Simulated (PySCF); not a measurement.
B(OH) (BHO), SMILES [B]O (connectivity only; charge and spin as stated), neutral, multiplicity 1. Atoms are numbered in the order given.

```xyz
3

B      0.0000     0.0000    -0.8865
O      0.0000     0.0000     0.3867
H      0.0000     0.0000     1.3394
```
Charge 0, spin multiplicity 1.

Coordinates come from a PBE0-D3(BJ)/def2-TZVPD optimisation. The geometry has at least one imaginary mode, so it is a saddle point at that level.

These are PySCF with r2SCAN/def2-TZVPD values and carry that method's errors.

Isolated molecule, no solvent.

| Item | Result |
|---|---|
| total energy | -100.61205 hartree |
| point group | C∞v |
| highest occupied level | -5.91 eV |
| lowest empty level | -0.69 eV |
| orbital gap | 5.22 eV |
| dipole moment | 3.89 D |
| quadrupole, principal values (traceless, Buckingham form, about the centre of nuclear charge) | -0.25, 0.12, 0.12 D·Å |
| mean static polarisability | 26.7 bohr³ (3.95 Å³) |
| polarisability, principal values | 25.2, 25.2, 29.6 bohr³ |
